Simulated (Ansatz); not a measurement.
Ansatz (a first-principles code) input (PBE/def2-QZVPPD): A basis named .json is the Basis Set Exchange file of that set (core-valence sets with the plain set on hydrogen).

Ansatz 0.2 input:
```yaml
crystal:
  periodic: [false, false, false]
  atoms:
    - {symbol: N, position_ang: [-0.00000000, -0.00000000, -1.01096879]}
    - {symbol: P, position_ang: [0.00000000, 0.00000000, 0.47178544]}
basis:
  gaussian:
    orbitals: def2-QZVPPD.json
hamiltonian:
  xc: {name: PBE}
output: {forces: true}
magnetization: {spin_polarized: false}
```

Output:

```
Functional definition: PBE
integrals: 0.04 GiB planned
544 factors; their error is unknown
mean field: 0.34 GiB planned
mean field evaluation 1: about -10756.7379 eV, gradient 8.7e1 eV
mean field evaluation 2: about -10597.7860 eV, gradient 1.8e2 eV
mean field evaluation 4: about -10772.6265 eV, gradient 1.4e1 eV
mean field evaluation 8: about -10772.9717 eV, gradient 3.1e-1 eV
mean field evaluation 16: about -10772.9668 eV, gradient 4.6e-5 eV
mean field -10772.96676761 eV, -395.8992265304 hartree, gradient 4.6e-5 eV, S^2 0.000000; 0 other end points of the search recorded, 0 dependent functions left out
the calculation of the forces begins
reference -10772.96679798 eV, -395.8992276464 hartree; 11, 11 occupied and 128, 128 virtual orbitals, 544 factors
Total energy: -10772.96679798 eV, -395.8992276464 hartree
Atom 0 at    -0.000000    -0.000000    -1.010969 Å, force     0.000000    -0.000000    -0.978484 eV/Å
Atom 1 at     0.000000     0.000000     0.471785 Å, force     0.000000     0.000000     0.978484 eV/Å
Dipole moment:     0.000000    -0.000000     0.565971 e Å
```
